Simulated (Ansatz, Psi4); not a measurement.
Here is a job for Ansatz (a quantum-chemistry and plane-wave program).
Ansatz 0.2 input:
```yaml
crystal:
  periodic: [false, false, false]
  atoms:
    - {symbol: Si, position_ang: [-0.27091864, -0.35672587, 0.33708443]}
    - {symbol: H, position_ang: [-1.03666430, -1.36504615, -0.39612972]}
    - {symbol: F, position_ang: [0.53661392, 0.70657870, -0.48033915]}
basis:
  gaussian:
    orbitals: def2-SVPD
hamiltonian:
  xc: hf
total_charge: 1
magnetization: {spin_polarized: true, initial_magnetization: 1}
accuracy: high
```

Write the same job for Psi4.

This is not unique; one that fits is 
```
memory 2 GB

molecule mol {
1 2
Si   -0.270919   -0.356726    0.337084
H    -1.036664   -1.365046   -0.396130
F     0.536614    0.706579   -0.480339
}

set {
  basis def2-svpd
  reference uhf
  scf_type pk
  puream true
  d_convergence 1e-8
}

energy('scf')
print_variables()
```

Both were run: Ansatz gave -388.469342 Eh and Psi4 -388.469342 Eh, 0.000 mEh apart.
